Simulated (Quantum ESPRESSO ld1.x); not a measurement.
The numbers below are computed, except where a source is named.
Task: These are the eigenvalues of the occupied orbitals of an atom or ion with whole-number occupations (hartree). Code: ld1.x of Quantum ESPRESSO 7.5. Model: scalar-relativistic Kohn-Sham, PBEsol, spin-unpolarised, spherical densities, point nucleus.

1s: -2790.93
2s: -548.843
2p: -487.888
3s: -182.925
3p: -164.949
3d: -145.522
4s: -86.7720
4p: -80.0075

Which element is it, and in what charge state? The configuration may be excited.

Result: Z = 76, osmium, charge +43: Os43+ in [Ar] 3d10 4s2 4p3. The list shows which subshells hold electrons but not how many an open one holds; the 1s level, -2790.9 hartree, gives Z - s = 74.7 by -(Z - s)^2/2, which with screening and relativity narrows Z to a few neighbours, and the depths of the outer levels then fix element, charge and occupations together.
